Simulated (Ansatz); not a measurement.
The cluster Sn5H7⁺. Total charge 1; singlet. Geometry PBE-D4/def2-SVP, basis def2-TZVP, Ansatz.

Cartesian coordinates in Å:
```
Sn -1.4241 1.1276 -2.5497
Sn 0.3419 -2.8853 1.2159
Sn 1.0069 -0.5007 2.5809
Sn -0.1630 0.5067 0.0445
Sn 1.5239 2.8264 -1.1913
H -0.7951 -3.0228 -0.0989
H 0.1487 2.3989 -2.5111
H 1.6430 0.8987 -0.7901
H 0.3744 -4.4055 2.0505
H 0.3060 2.4784 0.2841
H -0.6631 -1.7205 2.4617
H -2.2994 2.2982 -1.4965
```

```tsv
run	HOMO (eV)	LUMO (eV)
A	-9.33	-7.05
B	-9.68	-6.61
C	-11.88	-4.62
D	-9.86	-6.46
E	-9.12	-7.08
F	-11.54	-4.80
```

In the def2 sets Sn takes a core potential; there is no spin–orbit coupling. LC-ωPBE has ω = 0.4 bohr⁻¹. B3LYP takes the VWN-RPA correlation. Another isomer (singlet) lies 0.66 eV lower at PBE0-D4/def2-TZVP; other spin states weren't run for this one.

Task: The runs used B3LYP, LC-ωPBE, PBE, PBE0, r2SCAN, ωB97M-V. Estimate which is which.

Result: A r2SCAN (0 % exact exchange); B B3LYP (20 % exact exchange); C LC-ωPBE (range-separated); D PBE0 (25 % exact exchange); E PBE (0 % exact exchange); F ωB97M-V (range-separated). Exact exchange lowers occupied and raises empty levels; among semilocal functionals meta-GGAs tend to open the gap a little, and such runs are hard to tell apart. The gap grows from 2.04 eV (PBE) to 7.26 eV (LC-ωPBE).
